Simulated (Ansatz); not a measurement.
`F[Si](F)(Cl)Br` → `ClBr` + `F[Si]F` at 400 K and 1 bar (silylene formation by 1,1-elimination).

Program: Ansatz. Geometries: PBE0-D4/def2-TZVP. ΔE: electronic, gas phase. CCSD(T)/CBS adds triple-zeta CCSD(T) − MP2 to the extrapolated MP2 energy (def2 sets, frozen cores). This one scheme is used for every species. For Br outer-core shells are correlated without core-valence functions, which leaves a few kJ/mol of doubt a bond. Scalar relativity is left out up to krypton.

| species | CCSD(T)/CBS energy (Eh) | H − E (kJ/mol) | S (J/(mol·K)) |
| --- | --- | --- | --- |
| `F[Si](F)(Cl)Br` | -3522.00110 | 51.7 | 366.5 |
| `ClBr` | -3033.06727 | 15.7 | 250.1 |
| `F[Si]F` | -488.75686 | 28.3 | 270.5 |

H − E and S are ideal-gas, rigid-rotor, harmonic terms from PBE0-D4/def2-TZVP. 1 Eh = 2625.50 kJ/mol, R = 8.31446 J/(mol·K).

Problem. By hand: ΔE, ΔH, ΔS and ΔG.

Solution. ΔE = (-3033.06727) + (-488.75686) − (-3522.00110) = 0.17697 Eh = 464.6 kJ/mol. Δ(H − E) = 15.7 + 28.3 − 51.7 = -7.7, so ΔH = 456.9 kJ/mol. ΔS = 250.1 + 270.5 − 366.5 = 154.1 J/(mol·K). ΔG = 456.9 − 400 × (154.1)/1000 = 395.3 kJ/mol.

Problem. By hand: the equilibrium constant, and the temperature at which ΔG would vanish if ΔH and ΔS stayed fixed.

Solution. log₁₀ K = −ΔG/(RT ln 10) = -51.6. ΔG = 0 at ΔH/ΔS = 2965 K, far beyond where these terms or the molecules hold.

The number of gas molecules changes by +1, which sets the sign of ΔS. A doubt of 5 kJ/mol in ΔE shifts log₁₀ K by 0.7 here. These are equilibria of isolated gas molecules and say nothing of rates. Largest T1 diagnostic: 0.015 (customary marks: 0.02 for closed shells, 0.045 for open ones).
